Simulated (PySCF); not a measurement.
Bonds (- single, = double, # triple, : aromatic): C1=C2, C2-C3, C2-Si4, Si4-F5, Si4-Si6, Si6-Si7, Si7-Si8, Si8-C9, Si8-Si4. C1 carries H10, H11; C3 carries H12, H13, H14; Si6 carries H15, H16; Si7 carries H17, H18; Si8 carries H19; C9 carries H20, H21, H22. Stereochemistry as in C=C(C)[Si@@]1(F)[SiH2][SiH2][Si@H]1C. H10 is cis to C3; H15, H18 are cis to C9 on the ring; H11 is trans to C3; H16, H17 are trans to C9 on the ring.

Theory: geometry from GFN2-xTB, shieldings: GIAO PBE0/pcSseg-1, in PySCF (no relativistic terms, no solvent, a single conformation, averaged over atoms made equivalent by symmetry, fast rotation or ring inversion).

Task: Predict the 2D correlation tables (HSQC, COSY, HMBC).

Result: 

HSQC (one-bond C–H):
```
                δH          δC
        6.23 (H10)  134.4 (C1)
        5.92 (H11)  134.4 (C1)
1.93 (H12/H13/H14)   24.4 (C3)
0.33 (H20/H21/H22)   -7.3 (C9)
```

COSY cross peaks (H two or three bonds apart, from the bond graph; peaks can be absent where the dihedral angle is near 90°):
```
        δH                  δH
6.23 (H10)          5.92 (H11)
5.08 (H19)          3.96 (H17)
5.08 (H19)          3.72 (H18)
5.08 (H19)  0.33 (H20/H21/H22)
4.25 (H16)          4.11 (H15)
4.25 (H16)          3.96 (H17)
4.25 (H16)          3.72 (H18)
4.11 (H15)          3.96 (H17)
4.11 (H15)          3.72 (H18)
3.96 (H17)          3.72 (H18)
```

HMBC (two and three bonds, from the bond graph):
```
                δH                      δC
        6.23 (H10)   151.7 (C2), 24.4 (C3)
        5.92 (H11)   151.7 (C2), 24.4 (C3)
        5.08 (H19)   151.7 (C2), -7.3 (C9)
        4.25 (H16)              151.7 (C2)
        4.11 (H15)              151.7 (C2)
        3.96 (H17)               -7.3 (C9)
        3.72 (H18)               -7.3 (C9)
1.93 (H12/H13/H14)  151.7 (C2), 134.4 (C1)
```

Scale: 1H (31.72 ppm), 13C (186.93 ppm) vs TMS (reference shieldings calculated alike).

Short H···H contacts in this conformer between protons four or more bonds apart (candidates for NOE cross peaks, intensity ∝ r⁻⁶): H10···H12 2.38 Å, H13···H20 2.63 Å.

Shifts are as computed. Against solution values, carbons near 30 ppm lie about +3 ppm off and those near 130 ppm about +5 ppm. Of 1309 compounds with measured shifts, 239 miss one by over three times the rms of a fit or turn the order of signals round; such compounds aren't used in these exercises.
